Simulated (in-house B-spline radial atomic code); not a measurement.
**Response and correlation of Ag⁴⁵⁺**

Closed shell 1s2. Computed with a B-spline radial code for spherical atoms: Dirac-Hartree-Fock, relativistic RPA (time-dependent Dirac-Hartree-Fock) for the response and second-order many-body perturbation theory for correlation, no-pair Dirac-Coulomb Hamiltonian, finite nucleus.

Command:
```bash
python run_mb.py task.json out
```
Settings (nuclear radius in fm, box in bohr, cutoff in hartree):
```
basis_form          2
Z                   47
core_configuration  1s2
rms_radius          4.5454
mass_number         107
speed_of_light      137.036
box_radius          2.104
lmax                7
intervals           56
virtual_cutoff      55225.0
```

Time taken, with all properties: 0.1 s on 1 thread of Intel(R) Xeon(R) 6975P-C (shared host).

```tsv
multipole (bohr³, bohr⁵, bohr⁷)	uncoupled	coupled RPA
dipole	1.6581e-06	?
quadrupole	2.4483e-09	2.4712e-09
octupole	9.6323e-12	9.6982e-12
```

(1) What is the coupled dipole polarisability?

(2) Which subshells carry the dipole polarisability?

(3) What does the dipole shielding factor come to?

Dipole polarisability at imaginary frequency:

| u (Eh) | α(iu) (bohr³) |
| --- | --- |
| 0 | 1.677e-06 |
| 15.6 | 1.677e-06 |
| 46.8 | 1.673e-06 |
| 93.6 | 1.66e-06 |
| 156 | 1.631e-06 |
| 312 | 1.507e-06 |
| 624 | 1.163e-06 |
| 1560 | 4.713e-07 |

(4) What dispersion coefficients follow for two such ions (the dispersion part alone)?

Lowest J = 1 odd-parity excitations:

| energy (eV) | oscillator strength | leading channel | weight |
| --- | --- | --- | --- |
| 22673 | 0.197 | 1s1/2 → p1/2 | 0.993 |
| 22913 | 0.57 | 1s1/2 → p3/2 | 0.993 |
| 26861 | 0.0369 | 1s1/2 → p1/2 | 0.994 |
| 26932 | 0.112 | 1s1/2 → p3/2 | 0.994 |

Second-order correlation energy by the highest angular momentum of the excited pair (hartree): s -0.01594, p -0.02542, d -0.003548, f -0.0009471, g -0.0003437, h -0.0001524, i -7.791e-05, k -4.043e-05.

(5) What is the second-order correlation energy at the partial-wave limit?

Answers

(1) 1.6775e-06 atomic units, +1 % against the uncoupled value.

(2) 1s1/2 100.0 %.

(3) The dipole shielding factor is 0.043, against the exact N/Z = 2/47 = 0.043 of the non-relativistic theorem.

(4) C6 = (3/π)∫α(iu)²du = 2.021e-09 hartree·bohr⁶ and C8 = 1.704e-11 hartree·bohr⁸.

(5) The listed waves sum to -0.04647 hartree; extrapolating the increments as (l + 1/2)⁻⁴ gives -0.046552 hartree, -0.633 eV per electron.
